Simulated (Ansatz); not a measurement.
The cluster Cu₄. Charge 0, multiplicity 5. Geometry PBE-D4/def2-SVP.

| atom | x (Å) | y (Å) | z (Å) |
| --- | --- | --- | --- |
| Cu1 | 0.836 | 0.887 | 0.816 |
| Cu2 | 0.770 | -0.393 | -1.186 |
| Cu3 | -0.380 | -1.217 | 0.726 |
| Cu4 | -1.226 | 0.723 | -0.357 |

At HF/STO-3G the charge 0 quintet is spin-contaminated (final ⟨S²⟩ up to 10.07, 6.00 for a pure state). At LDA (SPW92)/def2-TZVP, PBE-D4/def2-TZVP an occupied level of the charge 0 quintet lies above an empty one (by up to 0.12 eV), so this SCF solution is probably not the lowest. At LDA (SPW92)/def2-TZVP, PBE-D4/def2-TZVP the gap within one spin of the charge 0 quintet nearly closes, so an electron or hole may be smeared out by delocalisation error. The geometry of the quintet was relaxed on an unsound state (an occupied level 0.04 eV above an empty one). The order of the spin states hangs on the level: the singlet lies 3.02 eV below the quintet at PBE0-D4/def2-TZVP, but 19.80 eV above it at HF/STO-3G. The quintet is doubtful at HF/STO-3G (⟨S²⟩ 10.07, where a pure state has 6.00). The singlet is doubtful at HF/STO-3G (restricted singlet, unstable in another Hartree–Fock run and untested here). The structure comes from a short search, and lower isomers may exist.

Q: Estimate the α-spin orbital energies around the gap (eV) in Ansatz with HF/STO-3G, LDA (SPW92)/def2-TZVP, PBE-D4/def2-TZVP, r2SCAN-D4/def2-TZVP, PBE0-D4/def2-TZVP.

A: 
| orbital | HF/STO-3G | LDA (SPW92)/def2-TZVP | PBE-D4/def2-TZVP | r2SCAN-D4/def2-TZVP | PBE0-D4/def2-TZVP |
| --- | --- | --- | --- | --- | --- |
| HOMO−5 | -15.25 | -7.25 | -6.96 | -7.14 | -8.38 |
| HOMO−4 | -15.22 | -7.02 | -6.75 | -6.95 | -8.36 |
| HOMO−3 | -14.95 | -7.02 | -6.75 | -6.95 | -8.32 |
| HOMO−2 | -8.69 | -4.80 | -4.62 | -4.87 | -5.19 |
| HOMO−1 | -8.66 | -4.79 | -4.62 | -4.87 | -5.15 |
| HOMO | -8.43 | -4.65 | -4.48 | -4.74 | -4.91 |
| LUMO | 1.23 | -2.23 | -2.09 | -2.07 | -1.46 |
| LUMO+1 | 1.49 | -1.33 | -1.18 | -1.16 | -0.50 |
| LUMO+2 | 1.68 | -1.33 | -1.18 | -1.16 | -0.50 |
| LUMO+3 | 2.59 | -1.32 | -1.17 | -1.13 | -0.40 |
| LUMO+4 | 2.74 | -0.99 | -0.84 | -0.80 | -0.10 |
| LUMO+5 | 2.84 | -0.78 | -0.64 | -0.57 | 0.05 |
| β HOMO | -6.15 | -6.61 | -6.28 | -6.29 | -7.62 |
| β LUMO | 0.19 | -6.73 | -6.31 | -6.12 | -5.45 |
